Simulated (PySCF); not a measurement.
This PySCF input asks for the NMR shieldings of `CC[Si@@H]1CC[Si@@H](C#N)O1`, C₅H₁₁NOSi₂; the geometry comes from GFN2-xTB.

```python
import basis_set_exchange as bse
import numpy as np
from pyscf import gto, dft
from pyscf.prop import nmr

atoms = """
C    -2.489161    0.086873    0.937331
C    -2.211935    0.710793   -0.427542
Si   -0.405573    0.574843   -0.985943
C     0.292284   -1.202368   -1.091467
C     1.742277   -1.160657   -0.583497
Si    1.832558    0.228968    0.717287
C     3.381952    1.250806    0.519474
N     4.347589    1.857627    0.419766
O     0.570529    1.135832    0.222302
H    -2.283622   -0.981344    0.925978
H    -1.862095    0.548926    1.696095
H    -3.531312    0.227327    1.220094
H    -2.489816    1.764222   -0.399135
H    -2.851319    0.245907   -1.177506
H    -0.103808    1.390611   -2.163013
H     0.248666   -1.633023   -2.091181
H    -0.289834   -1.863812   -0.445815
H     2.405350   -0.914918   -1.416433
H     2.056181   -2.137724   -0.216876
H     1.635941   -0.118211    2.120076
"""
names = dict.fromkeys(["C", "Si", "N", "O", "H"], "pcSseg-1")
basis = {el: gto.basis.parse(bse.get_basis(n, elements=[el], fmt="nwchem")) for el, n in names.items()}
mol = gto.M(atom=atoms, basis=basis, charge=0, verbose=0)
mf = dft.RKS(mol, xc="PBE0")
mf.grids.level = 2
mf.grids.alignment = dft.numint.BLKSIZE   # the property module wants whole blocks of grid points
mf.conv_tol = 1e-9
mf.kernel()

calc = nmr.RKS(mf)   # GIAO
C = mf.mo_coeff
Co = C[:, mf.mo_occ > 0]
resp = mf.gen_response(singlet=True, hermi=2)
def vind(x):   # induced exchange potential for any number of trial vectors
    d = np.einsum("pi,xij,qj->xpq", C, 2 * x.reshape(-1, C.shape[1], Co.shape[1]), Co, optimize=True)
    return np.einsum("xpq,pi,qj->xij", resp(d - d.transpose(0, 2, 1)), C, Co, optimize=True).ravel()
mo1, _ = nmr.rhf.solve_mo1(calc, with_cphf=vind)
sigma = calc.kernel(mo1)
for i, s in enumerate(sigma):   # ppm
    print("%2d %-2s %9.2f" % (i, mol.atom_pure_symbol(i), np.trace(s) / 3))
```

Question: What are the results?

Answer: 
```
 0 C     179.65
 1 C     177.08
 2 Si    330.91
 3 C     179.50
 4 C     174.45
 5 Si    371.76
 6 C      60.99
 7 N     -90.64
 8 O     279.80
 9 H      30.98
10 H      30.59
11 H      30.35
12 H      30.53
13 H      31.28
14 H      26.51
15 H      30.67
16 H      30.77
17 H      30.36
18 H      30.34
19 H      26.66
```

These numbers come from an equivalent density-fitted implementation of the same equations, which agrees with the script to about 0.01 ppm for H and up to a few tenths of a ppm for heavy atoms, so last digits may differ.

Question: Turn these shieldings into chemical shifts. Referencing at the same level of theory: ¹³C (σ = 186.93 ppm) and ²⁹Si (σ = 349.16 ppm) and ¹H (σ = 31.72 ppm) vs TMS; ¹⁵N (σ = 267.73 ppm) vs NH3; ¹⁷O (σ = 336.08 ppm) against H2O.

Answer: Averaging equivalent atoms: C 6: 125.9; C 4: 12.5; C 1: 9.8; C 3: 7.4; C 0: 7.3; Si 2: 18.2; Si 5: -22.6; N 7: 358.4; O 8: 56.3; H 14: 5.21; H 19: 5.05; H 18: 1.37; H 17: 1.35; H 12: 1.19; H 9/10/11: 1.08; H 15: 1.05; H 16: 0.95; H 13: 0.44 ppm. Experimental scales use liquid or dissolved standards, which lie at an offset from isolated NH3 (liquid NH3: subtract about 20 ppm) and H2O (liquid H2O: subtract about 36 ppm). Unscaled 15N shifts of sp2 nitrogen come out 20 to 40 ppm too high even then.

Size and cost of the density-fitted run: 222 basis functions, 73 s wall time on 1 thread of an Intel Xeon, shared host; peak memory 1.1 GiB.
